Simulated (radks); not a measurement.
Task: Valence configurations of W III (all share [Xe]). All-electron calculation, scalar-relativistic Kohn-Sham, PBEsol, spin-polarised, spherical densities, finite nucleus; open shells are filled with parallel spins first (spin-orbit coupling, left out, can overturn this in heavy ions); Fermi nuclear charge, rms radius 5.3658 fm. Program: a radial shooting solver on a logarithmic mesh with Libxc functionals. Order these by energy: 4f11 5d5.5 6s1.5; 4f14 5d3 6s1; 4f12 5d5.5 6s0.5; 4f13 5d3 6s1 6p1; 4f14 5d2 6s2; 4f13 5d3.5 6s1.5; 4f14 5d4; 4f14 5d3 6p1; 4f13 5d4 6s1; 4f14 5d3.5 6s0.5.

Result: From the lowest, in eV above it: 4f14 5d4 0.000; 4f14 5d3.5 6s0.5 0.548; 4f14 5d3 6s1 1.264; 4f14 5d2 6s2 5.188; 4f14 5d3 6p1 8.282; 4f13 5d4 6s1 33.814; 4f13 5d3.5 6s1.5 36.706; 4f13 5d3 6s1 6p1 44.764; 4f12 5d5.5 6s0.5 73.562; 4f11 5d5.5 6s1.5 127.41. NIST lists [Xe] 4f14 5d4 as the ground configuration; this level of theory agrees among the configurations tried. The energies are those of spherical high-spin densities, not of single terms.
